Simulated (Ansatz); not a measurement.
Reaction (atomization): `O[SiH](O)N[SiH](Cl)Cl` → 2 Cl• + 5 H• + N• + 2 O• + 2 Si•

Program: Ansatz. Geometries: PBE0-D4/def2-TZVP. ΔE: electronic, gas phase. CCSD(T)/CBS is the MP2 limit (def2-TZVPP, def2-QZVPP) plus CCSD(T) − MP2 in def2-TZVPP, frozen cores. This one scheme is used for every species, atoms too. DFT in def2-TZVPP. Open shells (•) are unrestricted, without spin–orbit coupling. Spin–orbit coupling would lower the free atoms: a little for Cl, O, Si. Each species was taken in one conformer, which may not be the lowest.

```json
{"level": "PBE-D4", "ΔE (eV)": "46.69"}
{"level": "r2SCAN-D4", "ΔE (eV)": "46.32"}
{"level": "CCSD/def2-TZVPP", "ΔE (eV)": "44.07"}
{"level": "SCS-MP2/def2-QZVPP", "ΔE (eV)": "46.87"}
```

Problem. What does CCSD(T)/CBS give? (An estimate is asked.)

Solution. Computed: +46.53 eV. The listed levels differ from it by 0.16, -0.21, -2.46, 0.34 eV.

Largest T1 diagnostic among the species: 0.012.

From PBE to PBE0 (25 % exact exchange), in def2-TZVPP and without D4, ΔE moves by −0.79 eV: exact exchange takes away binding that semilocal exchange gives to molecules. The D4 term adds +0.66 eV with B3LYP and +0.35 eV with PBE0; it sums over pairs of atoms, weighted by their polarisabilities, and B3LYP, whose exchange is more repulsive, gets the larger term.

B3LYP here is the variant with VWN-RPA as its local correlation; programs differ in this.

For atomizations the MP2-based limit and the directly extrapolated one differ by several kJ/mol either way, and by 10 to 25 for some Ge, Se and Sn compounds, so smaller differences from it don't rank the levels.
